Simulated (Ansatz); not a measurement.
The cluster FeS₂⁻: single points at one geometry.

```yaml
crystal:
  periodic: [false, false, false]
  atoms:
    - {symbol: Fe, position_ang: [-1.320675, 0.084109, 0.135491]}
    - {symbol: S, position_ang: [0.696315, 0.999023, -0.077885]}
    - {symbol: S, position_ang: [0.624350, -1.083122, -0.057606]}
basis:
  gaussian: {orbitals: def2-SVPD, initial_orbitals: start.molden}
total_charge: -1
magnetization: {spin_polarized: true, initial_magnetization: 1}
hamiltonian: {xc: pbe0, dispersion: d4}
scf: {omitted_lower_state_checks: [starts]}
output: {orbitals: {seedname: orbitals}}
```

The file start.molden holds the orbitals of an earlier run on this structure, at another level or in another basis.

```sh
$ ansatz run in.yaml --threads 2 --pin off --events-out ev --progress --plain --max-ram 4352MiB
```

Output, abridged:

```
Functional definition: PBE0
842 factors; integrals over basis functions are off by at most 9.1e-4 eV
mean field evaluation 1: about -56033.8964 eV, gradient 5.4e0 eV
mean field evaluation 2: about -56034.0399 eV, gradient 1.6e-1 eV
mean field evaluation 4: about -56034.1239 eV, gradient 9.2e-2 eV
mean field evaluation 8: about -56034.1245 eV, gradient 1.9e-3 eV
mean field evaluation 16: about -56034.1245 eV, gradient 4.8e-2 eV
mean field evaluation 32: about -56034.1247 eV, gradient 2.2e-4 eV
mean field -56034.12470607 eV, -2059.2161016541 hartree, gradient 9.0e-6 eV, S^2 2.626069; 1 other end points of the search recorded, 0 dependent functions left out
reference -56034.12473090 eV, -2059.2161025667 hartree; 30, 29 occupied and 58, 59 virtual orbitals, 842 factors
Total energy: -56034.22172968 eV, -2059.2196672062 hartree
Checks for a lower state left out: starts
```

Hardware: 2 threads of AMD EPYC 7571 on a shared host. Wall time 64 s.

First input, but with `gaussian: {orbitals: STO-3G}`, `hamiltonian: {xc: hf}` (abridged; 9 s):

```
Functional definition: HF
mean field evaluation 16: about -55376.9240 eV, gradient 2.3e0 eV
mean field evaluation 32: about -55379.6467 eV, gradient 1.6e-3 eV
mean field evaluation 64: about -55379.6828 eV, gradient 2.8e-3 eV
a density is far from that of the atoms, so the factors are made again for it
mean field -55379.68370640 eV, -2035.1658385122 hartree, gradient 7.4e-6 eV, S^2 2.752237
Total energy: -55379.68370640 eV, -2035.1658385122 hartree
Checks for a lower state left out: starts
```

First input, but with `gaussian: {orbitals: def2-TZVPD, initial_orbitals: start.molden}`, `output: {forces: true, orbitals: {seedname: orbitals}}` (abridged; 2 min):

```
Functional definition: PBE0
mean field evaluation 16: about -56046.1771 eV, gradient 7.7e-6 eV
mean field -56046.17711942 eV, -2059.6590196754 hartree, gradient 6.2e-9 eV, S^2 2.577168
Total energy: -56046.27415019 eV, -2059.6625854903 hartree
Atom 0 force    -0.000294     0.000030     0.000030 eV/Å
Atom 1 force     0.000142     0.000136    -0.000015 eV/Å
Atom 2 force     0.000152    -0.000166    -0.000015 eV/Å
Dipole moment:     0.228045     0.014236    -0.023573 e Å
Checks for a lower state left out: starts
```

First input, but with `gaussian: {orbitals: def2-TZVPD, initial_orbitals: start.molden}`, `hamiltonian: {xc: r2scan, dispersion: d4}` (abridged; 79 s):

```
Functional definition: r2SCAN
mean field evaluation 16: about -56058.1823 eV, gradient 6.3e-6 eV
mean field -56058.18226089 eV, -2060.1002004871 hartree, gradient 6.3e-6 eV, S^2 2.586844
Total energy: -56058.20382098 eV, -2060.1009928059 hartree
Checks for a lower state left out: starts
```

Geometry: PBE0-D4/def2-TZVPD.

At PBE0-D4/def2-SVPD, HF/STO-3G, PBE0-D4/def2-TZVPD, r2SCAN-D4/def2-TZVPD the charge -1 doublet is spin-contaminated (final ⟨S²⟩ up to 2.75, 0.75 for a pure state). At PBE0-D4/def2-SVPD, HF/STO-3G, PBE0-D4/def2-TZVPD, r2SCAN-D4/def2-TZVPD the highest occupied level of the charge -1 doublet lies above zero (up to 0.88 eV). In Hartree–Fock with STO-3G the lack of diffuse functions raises the level. It is a level of β spin, whose loss leaves a triplet; that state wasn't run at this geometry and level. The electron is either unbound and held by the finite basis, or the level is raised by self-interaction error. No other spin state of charge -1 was run. The geometry of the doublet was relaxed on an unsound state (⟨S²⟩ 2.58, where a pure state has 0.75). The structure comes from a short search, and lower isomers may exist.
